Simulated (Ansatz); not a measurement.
Consider the silylene formation by 1,1-elimination: `BrC[SiH2]Br` → `CBr` + `[SiH]Br`.

Computed with Ansatz on PBE0-D4/def2-TZVP structures; ΔE is electronic, products minus reactants. CBS: MP2 limit from def2 TZ/QZ plus the TZ coupled-cluster correction, frozen cores. Functionals use def2-TZVPP. B3LYP here is the variant with VWN-RPA as its local correlation; programs differ in this. For Br outer-core shells are correlated without core-valence functions, which leaves a few kJ/mol of doubt a bond. Scalar relativity is left out up to krypton. Each species was taken in one conformer, which may not be the lowest.

`BrC[SiH2]Br`:

```xyz
8

Br    1.858   -0.402    1.452
C     0.492   -0.832    0.132
Si   -0.472    0.745   -0.144
Br   -2.060    0.337   -1.650
H     1.004   -1.182   -0.763
H    -0.114   -1.637    0.543
H     0.416    1.799   -0.681
H    -1.124    1.172    1.112
```

`CBr`:

Cartesian coordinates in Å:
```
C 0.049 -0.165 0.070
Br -0.459 1.551 -0.661
H 0.949 -0.024 0.661
H 0.231 -0.842 -0.759
H -0.770 -0.521 0.689
```

`[SiH]Br`:

```xyz
3

Si   -0.305    0.190    0.798
Br   -0.657    0.450   -1.404
H     0.962   -0.640    0.605
```

```csv
level,ΔE (kcal/mol),difference from CCSD(T)/CBS
r2SCAN-D4,49.0,2.3
ωB97X-V,48.4,1.7
PBE0,45.4,-1.3
B3LYP,39.4,-7.3
MP2/def2-TZVPP,49.8,3.1
CCSD/def2-TZVPP,44.2,-2.5
CCSD(T)/def2-TZVPP,44.9,-1.8
SCS-MP2/def2-QZVPP,48.0,1.3
HF/CBS(def2),41.6,-5.1
MP2/CBS(def2),51.6,4.9
CCSD(T)/CBS,46.7,0
```

Largest T1 diagnostic among the species: 0.011.

From PBE to PBE0 (25 % exact exchange), in def2-TZVPP and without D4, ΔE moves by +3.4 kcal/mol. The D4 term adds +3.8 kcal/mol with B3LYP and +2.1 kcal/mol with PBE0; it sums over pairs of atoms, weighted by their polarisabilities, and B3LYP, whose exchange is more repulsive, gets the larger term. In def2-TZVPP, CCSD(T) changes the Hartree–Fock value by +3.4 kcal/mol (the triples alone add +0.7 kcal/mol) and MP2 by +8.3 kcal/mol.
